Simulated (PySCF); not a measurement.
# Potential energy of BiC along the bond

Set-up: basis Bi def2-SVPD with ECP60, C def2-SVPD; scalar-relativistic core potentials; PySCF 2.14. Energies in eV from Bi + C in their ground configurations at the same level. State: ²Σ⁺ (doublet), unpaired electrons σ ↑.

All columns are TPSS. A positive dipole means Bi(−)C(+).

| R (Å) | E (eV) | μ (D) | Mulliken charge on Bi (basis-dependent) | HOMO (eV) | LUMO (eV) | Mayer bond order | ⟨S²⟩ |
| --- | --- | --- | --- | --- | --- | --- | --- |
| 1.723 | -1.872 | -2.38 | 0.34 | -6.24 | -4.39 | 2.90 | 0.77 |
| 1.804 | -2.604 | -2.51 | 0.33 | -6.06 | -4.52 | 2.82 | 0.78 |
| 1.884 | -2.987 | -2.60 | 0.33 | -5.89 | -4.62 | 2.75 | 0.81 |
| 1.944 | -3.108 | -2.64 | 0.32 | -5.78 | -4.68 | 2.67 | 0.84 |
| 2.004 | -3.127 | -2.66 | 0.32 | -5.67 | -4.73 | 2.57 | 0.92 |
| 2.064 | -3.074 | -2.64 | 0.32 | -5.58 | -4.75 | 2.42 | 1.04 |
| 2.144 | -2.933 | -2.59 | 0.31 | -5.50 | -4.76 | 2.18 | 1.26 |
| 2.244 | -2.695 | -2.56 | 0.30 | -5.44 | -4.79 | 1.89 | 1.53 |
| 2.365 | -2.370 | -2.60 | 0.30 | -5.41 | -4.82 | 1.62 | 1.79 |
| 2.525 | -1.921 | -2.75 | 0.29 | -5.42 | -4.88 | 1.38 | 2.03 |

A fit through these points gives, at Re = 1.987 Å, μ = -2.66 D and dμ/dR = -0.0480 D/Å; the reduced mass is 11.35 u.

Q: How strong is the fundamental in the double-harmonic approximation, I = 42.26·(dμ/dR)²/μred km/mol?

A: I = 42.26·(-0.0480)²/11.35 = 0.00858 km/mol at TPSS.

⟨S²⟩ of the unrestricted solution departs from its pure value on part of the curve, where spin states mix. These are scalar-relativistic numbers at best; spin–orbit coupling would shift them, the dissociation energy most. The state is the lowest determinant that a PBE0 search found; another state may lie lower at other levels.
